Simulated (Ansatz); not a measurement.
TiSe2. Total charge 0; singlet. Geometry r2SCAN-D4/def2-TZVP.

```tsv
atom	x (Å)	y (Å)	z (Å)
Ti1	1.153	0.519	0.516
Se2	-0.103	-0.241	-1.335
Se3	-1.050	-0.279	0.819
```

At r2SCAN-D4/def2-TZVP the restricted singlet is unstable: a solution with broken spin symmetry lies lower. The restricted singlet is unstable towards broken spin symmetry at other levels; at r2SCAN-D4/def2-TZVPD, r2SCANh-D4/def2-TZVP, PBE0-D4/def2-SVP, PBE0-D4/def2-TZVPD this wasn't settled. The geometry of the singlet was relaxed on an unsound state (restricted singlet, unstable towards broken spin symmetry). At PBE0-D4/def2-TZVP a triplet of charge 0 lies 1.09 eV below the restricted singlet, each at its own geometry. The structure comes from a short search, and lower isomers may exist.

(1) Estimate the orbital energies around the gap (eV) in Ansatz with r2SCAN-D4/def2-TZVP, r2SCAN-D4/def2-TZVPD, r2SCANh-D4/def2-TZVP, PBE0-D4/def2-SVP, PBE0-D4/def2-TZVPD.

Results:

(1) 
```tsv
orbital	r2SCAN-D4/def2-TZVP	r2SCAN-D4/def2-TZVPD	r2SCANh-D4/def2-TZVP	PBE0-D4/def2-SVP	PBE0-D4/def2-TZVPD
HOMO−9	-39.03	-39.09	-40.18	-41.01	-40.97
HOMO−8	-38.63	-38.68	-39.75	-40.79	-40.72
HOMO−7	-18.83	-18.87	-19.44	-19.97	-19.99
HOMO−6	-15.60	-15.64	-16.11	-16.54	-16.61
HOMO−5	-8.88	-8.93	-9.13	-9.37	-9.40
HOMO−4	-8.06	-8.10	-8.37	-8.65	-8.72
HOMO−3	-7.55	-7.60	-7.85	-8.12	-8.23
HOMO−2	-6.68	-6.72	-6.96	-7.22	-7.28
HOMO−1	-5.33	-5.37	-5.54	-5.73	-5.86
HOMO	-3.73	-3.77	-4.15	-4.69	-4.75
LUMO	-3.48	-3.52	-2.98	-2.28	-2.55
LUMO+1	-3.37	-3.43	-2.91	-2.15	-2.38
LUMO+2	-3.08	-3.12	-2.54	-2.02	-2.22
LUMO+3	-2.72	-2.79	-2.38	-1.85	-1.97
LUMO+4	-2.61	-2.71	-2.14	-1.36	-1.66
LUMO+5	-1.49	-1.58	-1.05	-0.34	-0.72
```
